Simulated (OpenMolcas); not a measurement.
Ir3+ (d6) among equal point charges was computed by CASSCF with the d shell active (OpenMolcas, ANO-RCC-VTZP on the metal). Its lowest spin-free states, and all those of the highest spin:

```csv
2S+1,Degeneracy,E (cm-1)
5,1,0.0
5,2,818.4
1,1,1192
3,1,5524
3,2,5985
3,2,10048
3,1,11589
1,1,13292
1,2,13773
5,1,16500
5,1,18434
3,1,18887
```

Problem. Is the site octahedral, tetrahedral or cube-like, axial, or of lower symmetry?

Solution. The states with 2S+1 = 5 have orbital degeneracies 1, 2, 1, 1. There are pairs but no triples, so the site is axial: not cubic, but with a proper or improper axis of order three or more. The run had Ir3+ among 6 point charges of -1.7 e arranged as a tetragonal octahedron (D4h), 1.84 Å from the ion, with the axial distance 1.803 Å. The active orbitals were held to one l.

Spin-orbit coupling mixes the spin-free states strongly: the lowest level takes only 35 % from its leading state, 1A1, which lies 1192 cm-1 above the lowest spin-free state. Without dynamic correlation the repulsion within the d shell is too large (B by tens of per cent), so at a given field states of lower spin stand too high. This shell can be high or low spin here, a state of another spin lies low, and with metal d orbitals alone active their balance is uncertain, so the ground spin may be wrong. Point charges give a weaker field than real ligands, and real ions of this kind are as a rule low spin; the high spin found here belongs to the model. Point charges carry no covalency, so the field is a model and not that of real ligands. No measured value stands beside these numbers.
